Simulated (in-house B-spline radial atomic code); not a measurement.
# RPA and G0W0 on TPSS: S II (S+)

Configuration [Ne] 3s2 3p3, highest spin, mean-field start TPSS. Computed with a B-spline radial code for spherical atoms: all electrons, scalar-relativistic (spin-free one-electron X2C), finite nucleus, each spin shell either full or empty, empty states to l = 9 with an (l + 1/2)⁻⁴ tail; G0W0 by contour deformation at full frequency.

Command:
```bash
python run_gw.py task.json out
```
Settings (radii: box in bohr, nucleus in fm):
```
Z                        16
electrons                15
configuration            [Ne] 3s2 3p3
hamiltonian              x2c
method                   tpss,tpss
lmax                     9
rms_radius               3.2611
spin_polarised           True
box_radius               23.78
intervals                72
```

Cost of the run: 1 s on 1 thread of Intel(R) Xeon(R) 6975P-C, with other jobs on the host.

Energies (hartree):

| term | value |
| --- | --- |
| mean-field total | -398.85669 |
| Hartree-Fock functional on these orbitals | -398.25265 |
| direct second order | -1.0178 |
| second-order exchange | 0.37317 |
| SOSEX correction | 0.33298 |

Problem. What is the RPA correlation energy, and what remains with SOSEX?

Solution. RPA gives -0.87561 hartree (-1.59 eV per electron); RPA + SOSEX gives -0.54263, and the second-order doubles -0.64462 hartree (no singles). RPA lacks exchange-type terms and so overcorrelates at short range.

Quasi-particle levels (eV):

```json
{"level": "3p up", "occupied": "yes", "mean field": "-18.101", "Σx - vxc": "-5.23", "Σc": "?", "QP weight": "?", "G0W0": "?"}
{"level": "3s down", "occupied": "yes", "mean field": "-25.314", "Σx - vxc": "-3.74", "Σc": "-1.61", "QP weight": "0.885", "G0W0": "-30.67"}
{"level": "3p down", "occupied": "no", "mean field": "-14.517", "Σx - vxc": "6.74", "Σc": "-2.97", "QP weight": "0.900", "G0W0": "-10.743"}
```

G0W0 = mean field + (Σx - vxc) + Σc, with Σc (partial-wave tail included) taken at the quasi-particle energy. Only the outer levels were computed. Levels of low weight are left out.

Problem. Where does G0W0 put 3p up?

Solution. At -23.187 eV, with Σc = 0.14 eV and a quasi-particle weight of 0.891. The tabulated removal energy is 23.338 eV (NIST, measured); the calculation leaves out spin-orbit coupling, Breit and QED terms, and what these don't explain is the method's own error.
